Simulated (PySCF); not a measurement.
C₂H₇NSi₃, SMILES [SiH2]1N[SiH2][SiH]1C#C.

Geometry: B3LYP-D3(BJ)/def2-SVP. This is a generated structure with no PubChem entry under its InChIKey; it may be hypothetical.

Method: PBE/def2-TZVP (PySCF).

Symmetry labels are those of the subgroup Cs that the program uses (full group Cs).

**Question.** List the valence orbital energies around the gap with their symmetry. (An estimate is asked for; the answer gives what the named calculation found.)

**Answer.** 
| orbital | symmetry | energy (eV) |
|---|---|---|
| HOMO−7 | A" | -8.89 |
| HOMO−6 | A' | -8.82 |
| HOMO−5 | A" | -8.28 |
| HOMO−4 | A' | -8.01 |
| HOMO−3 | A" | -7.48 |
| HOMO−2 | A' | -6.85 |
| HOMO−1 | A' | -6.20 |
| HOMO | A" | -6.06 |
| LUMO | A' | -1.56 |
| LUMO+1 | A" | -1.39 |
| LUMO+2 | A' | -1.35 |
| LUMO+3 | A' | -0.51 |
